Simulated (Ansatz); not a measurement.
Dissociation curve of SMILES [F][W]([F])([F])([F])([F])[F] (F6W). The W1–F7 bond (W1 also carries F, F, F, F, F; F7 carries nothing else) is stretched with both fragments frozen at the PBE0/def2-TZVP, def2 effective core potentials past Kr optimised geometry.

UKS-PBE0 = Ansatz (a first-principles code) with unrestricted PBE0/def2-TZVP, def2 effective core potentials past Kr; RKS-PBE0 = restricted PBE0/def2-TZVP, def2 effective core potentials past Kr (Ansatz); UKS-B3LYP = unrestricted B3LYP/def2-TZVP, def2 effective core potentials past Kr run with Ansatz; RKS-B3LYP = Ansatz with restricted B3LYP/def2-TZVP, def2 effective core potentials past Kr; UKS-PBE = unrestricted PBE/def2-TZVP, def2 effective core potentials past Kr (Ansatz); RKS-PBE = restricted PBE/def2-TZVP, def2 effective core potentials past Kr (Ansatz).

Scanned distances (Å): 1.52, 1.61, 1.73, 1.78, 1.83, 1.89, 1.97, 2.06, 2.24, 2.44, 2.70, 2.97, 3.43, 3.84, 4.46, 5.26.

Question: Where does the unrestricted solution first break spin symmetry (<S²> of 0.01 or more)?

Answer: UKS-PBE0: between 2.97 and 3.43 Å; UKS-B3LYP: between 2.97 and 3.43 Å; UKS-PBE: between 2.97 and 3.43 Å.

| R / Å | <S²> UKS-PBE0 | E(RKS-PBE0) − E(UKS-PBE0) / mEh | <S²> UKS-B3LYP | E(RKS-B3LYP) − E(UKS-B3LYP) / mEh | <S²> UKS-PBE | E(RKS-PBE) − E(UKS-PBE) / mEh |
|---|---|---|---|---|---|---|
| 1.52 | 0.00 | 0.0 | 0.00 | 0.0 | 0.00 | 0.0 |
| 1.61 | 0.00 | 0.0 | 0.00 | 0.0 | 0.00 | 0.0 |
| 1.73 | 0.00 | 0.0 | 0.00 | 0.0 | 0.00 | 0.0 |
| 1.78 | 0.00 | 0.0 | 0.00 | 0.0 | 0.00 | 0.0 |
| 1.83 | 0.00 | 0.0 | 0.00 | 0.0 | 0.00 | 0.0 |
| 1.89 | 0.00 | 0.0 | 0.00 | 0.0 | 0.00 | 0.0 |
| 1.97 | 0.00 | 0.0 | 0.00 | 0.0 | 0.00 | 0.0 |
| 2.06 | 0.00 | 0.0 | 0.00 | 0.0 | 0.00 | 0.0 |
| 2.24 | 0.00 | 0.0 | 0.00 | 0.0 | 0.00 | 0.0 |
| 2.44 | 0.00 | 0.0 | 0.00 | 0.0 | 0.00 | 0.0 |
| 2.70 | 0.00 | 0.0 | 0.00 | 0.0 | 0.00 | 0.0 |
| 2.97 | 0.00 | 0.0 | 0.00 | 0.0 | 0.00 | 0.0 |
| 3.43 | 0.64 | 15.2 | 0.56 | 10.6 | 0.33 | 2.1 |
| 3.84 | 0.77 | 30.9 | 0.69 | 23.4 | 0.51 | 5.7 |
| 4.46 | 0.87 | 44.9 | 0.78 | 35.2 | 0.63 | 10.3 |
| 5.26 | 0.92 | 54.6 | 0.84 | 43.2 | 0.69 | 13.6 |
